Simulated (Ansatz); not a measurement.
Species, as SMILES: Br[Si]Br (closed-shell singlet).
Atoms: Si1, Br2, Br3. Bonds: Si1-Br2, Si1-Br3.

Basis-set convergence of the harmonic zero-point energy at PBE with Ansatz (a first-principles code). Each level at its own minimum, finite differences of forces, unscaled; the reference is a large set that could be run, not a limit. All functions are spherical. The program fits the integrals of some runs and decomposes those of others, by size. No added dispersion term, no relativity. Reference: the value in aug-pcseg-2, 1.27 kcal/mol. Deviations are taken from unrounded values.

```tsv
basis	functions	harmonic zero-point energy (kcal/mol)	minus reference (kcal/mol)
pcseg-0	57	1.12	-0.15
pcseg-1	72	1.27	0.00
aug-cc-pV(D+d)Z	104	1.26	-0.01
def2-SVPD	106	1.27	0.00
pcseg-2	120	1.27	0.00
def2-TZVPD	157	1.27	0.00
def2-TZVPPD	162	1.27	0.00
```

The smallest set listed that lies within 0.1 kcal/mol of the reference with all its larger relatives (same family, alike in diffuse functions; a set with none counts only in the reference's own line) is pcseg-1 (72 functions, 0.00 kcal/mol off). Inside, with no larger relative to test it: aug-cc-pV(D+d)Z.
